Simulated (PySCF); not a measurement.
Si(CCH)(Me)(OH)2 (C₃H₆O₂Si), SMILES C#C[Si](C)(O)O.

Geometry optimised at B3LYP-D3(BJ)/def2-SVP. The structure was generated by enumeration, and PubChem lists no compound with its InChIKey, so it may never have been made. The values are those of a single conformer.

The numbers are results of TDA-M06-2X/def2-SVPD in PySCF, not measurements.

Vertical excitations. The molecule is in vacuum.

Computed lowest excited states:
| state | energy (eV) | λ (nm) | f | main pairs |
|---|---|---|---|---|
| S1 | 5.64 | 220 | 0.000 | HOMO−1→LUMO+1 20 %, HOMO−1→LUMO+2 19 %, HOMO→LUMO+1 17 %, HOMO→LUMO+2 15 % |
| S2 | 6.61 | 187 | 0.001 | HOMO→LUMO+1 40 %, HOMO−1→LUMO+2 33 %, HOMO−1→LUMO 6 % |
| S3 | 6.62 | 187 | 0.001 | HOMO→LUMO+2 37 %, HOMO−1→LUMO+1 36 %, HOMO→LUMO 7 % |
| S4 | 7.81 | 159 | 0.012 | HOMO−1→LUMO 46 %, HOMO−1→LUMO+2 12 %, HOMO−2→LUMO 10 %, HOMO−3→LUMO 8 % |
| S5 | 7.87 | 157 | 0.090 | HOMO→LUMO 63 %, HOMO→LUMO+2 11 % |
| S6 | 8.01 | 155 | 0.021 | HOMO−2→LUMO 50 %, HOMO−1→LUMO 11 %, HOMO−1→LUMO+3 8 % |
| S7 | 8.34 | 149 | 0.075 | HOMO−3→LUMO 43 %, HOMO→LUMO+3 12 %, HOMO−1→LUMO+3 10 %, HOMO−2→LUMO+1 6 % |
| S8 | 8.43 | 147 | 0.019 | HOMO−2→LUMO+1 65 %, HOMO−3→LUMO 11 % |
| S9 | 8.54 | 145 | 0.014 | HOMO→LUMO+3 45 %, HOMO−2→LUMO+2 17 %, HOMO−1→LUMO+3 12 % |
| S10 | 8.60 | 144 | 0.014 | HOMO−1→LUMO+3 43 %, HOMO−1→LUMO 13 %, HOMO−3→LUMO+1 8 %, HOMO−3→LUMO 7 % |
| T1 | 5.14 | 241 | 0 | HOMO→LUMO+1 19 %, HOMO−1→LUMO+1 18 %, HOMO→LUMO+2 18 %, HOMO−1→LUMO+2 15 % |
| T2 | 5.63 | 220 | 0 | HOMO−1→LUMO+1 23 %, HOMO−1→LUMO+2 21 %, HOMO→LUMO+1 15 %, HOMO→LUMO+2 12 % |
| T3 | 6.06 | 205 | 0 | HOMO→LUMO+1 30 %, HOMO−1→LUMO+2 30 %, HOMO−1→LUMO+1 8 %, HOMO→LUMO+2 5 % |
| T4 | 6.07 | 204 | 0 | HOMO→LUMO+2 34 %, HOMO−1→LUMO+1 26 %, HOMO→LUMO+1 10 % |
Triplets are in the Tamm–Dancoff approximation.
